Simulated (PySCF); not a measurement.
**Ionisation energy of Ga by level of theory**

Ga [Ar] 3d10 4s2 4p1 (2P) → Ga⁺ [Ar] 3d10 4s2 (1S), as a difference of total energies. Computed with PySCF 2.14 in x2c-TZVPPall with one added diffuse shell each of s, p, d type (7s6p5d1f, 57 functions), with scalar relativity by spin-free X2C-1e. Correlated levels: valence and next inner shell: [Ne] frozen. The calculations carry no spin-orbit coupling.

| method | ionisation energy (eV) | error (eV) |
| --- | --- | --- |
| UHF | 5.519 | -0.412 |
| MP2 (valence and next inner shell) | 5.819 | -0.112 |
| SCS-MP2 (valence and next inner shell) | 5.765 | -0.166 |
| CCSD (valence and next inner shell) | 5.843 | -0.088 |
| CCSD(T) (valence and next inner shell) | 5.870 | -0.061 |

Reference: 5.931 eV (measured; NIST levels, between the centres of gravity of the two terms).

Errors of the correlated levels include the incompleteness of this basis and the frozen core.
